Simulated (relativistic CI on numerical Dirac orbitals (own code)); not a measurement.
# What each ingredient does to the levels of N5+

Base calculation: Dirac-Coulomb-Breit CI, orbitals from a KLI potential per configuration, model QED (radiative potential, 1s self-energy scaled to tabulated hydrogen-like ionisation energies), valence Slater integrals scaled by 0.85, P86 correlation energy added to each configuration.

Configurations in the expansion: 1s2, 1s 2s, 1s 2p, 1s 3s, 1s 3p, 1s 3d, 1s 4s, 1s 4p, 1s 4d, 1s 4f, 1s 5s, 1s 5p, 1s 5d, 1s 5f, 1s 5g, 1s 6s, 1s 6p, 1s 6d. Levels of other configurations are missing.

Variants: (1) Slater integrals left unscaled; (2) valence Slater integrals scaled by 0.75; (3) QED terms removed. Shifts of the energy above 1s2 1S_0, in eV, for the lowest level and the first level of each name with at least 55 % of one term (blank where a level changes its place among those of its configuration and J or its character, or is not in the variant):

```csv
Level,Base,Δ(1),Δ(2),Δ(3),Measured
1s2 1S_0,0.000,0.000,0.000,0.000,0.000
1s 2s 3S_1,419.399,-0.254,+0.169,+0.031,419.797
1s 2s 1S_0,425.047,+0.760,-0.507,+0.031,
1s 2p 3P°_0,426.090,-0.182,+0.121,+0.035,
1s 2p 3P°_1,426.090,-0.182,+0.121,+0.035,426.297
1s 2p 3P°_2,426.126,-0.182,+0.121,+0.035,426.333
1s 2p 1P°_1,430.137,+0.545,-0.363,+0.035,430.695
1s 3s 3S_1,494.445,-0.067,+0.045,+0.033,
1s 3s 1S_0,496.004,+0.201,-0.134,+0.033,
1s 3p 3P°_0,496.180,-0.053,+0.035,+0.035,
1s 3p 3P°_1,496.180,-0.053,+0.035,+0.035,
1s 3p 3P°_2,496.190,-0.052,+0.035,+0.035,
1s 3d 3D_1,496.846,-0.002,+0.001,+0.034,
1s 3d 3D_2,496.847,-0.002,+0.001,+0.034,
```

6 of the 6 excited levels that our extract of the measured tables holds in this range could be paired (the sources list more); they are missed by 3327 cm⁻¹ on average and 4644 at most, and levels without a partner can miss by more.

Measured levels: Moore, Selected Tables of Atomic Spectra, NSRDS-NBS 3, section 4.

Ionisation energy from the two ground configurations alone: base 551.828 eV. The NIST ASD value (theoretical) is 552.067 eV.
